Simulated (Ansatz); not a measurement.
Reaction (formal exchange of groups at a B–O bond): `OB(F)O[SiH3]` + CH₄ → `CB(F)O[SiH3]` + H₂O

Program: Ansatz. Geometries: PBE0-D4/def2-TZVP. ΔE: electronic, gas phase. CCSD(T)/CBS is the MP2 limit (def2-TZVPP, def2-QZVPP) plus CCSD(T) − MP2 in def2-TZVPP, frozen cores. This one scheme is used for every species. DFT in def2-TZVPP. HSE06 is defined as in plane-wave codes. Each species was taken in one conformer, which may not be the lowest.

```tsv
level	ΔE (kcal/mol)	difference from CCSD(T)/CBS
LDA (SPW92)	29.3	0.7
B97M-V	30.8	2.2
r2SCANh-D4	30.4	1.8
HSE06-D4	29.0	0.4
PBE-QIDH	29.8	1.2
PBE0	29.2	0.6
r2SCAN0	30.7	2.1
HF/def2-SVP	36.2	7.6
SCS-MP2/def2-TZVPP	30.2	1.6
CCSD/def2-TZVPP	30.0	1.4
CCSD(T)/CBS	28.6	0
```

Largest T1 diagnostic among the species: 0.012.

In def2-TZVPP, CCSD(T) changes the Hartree–Fock value by −3.7 kcal/mol (the triples alone add −0.3 kcal/mol) and MP2 by −3.6 kcal/mol. At CCSD(T), def2-SVP lies +6.2 kcal/mol from the extrapolated value and def2-TZVPP +1.1 kcal/mol. From BLYP to BHLYP (50 % exact exchange), in def2-TZVPP and without D4, ΔE moves by +1.5 kcal/mol.
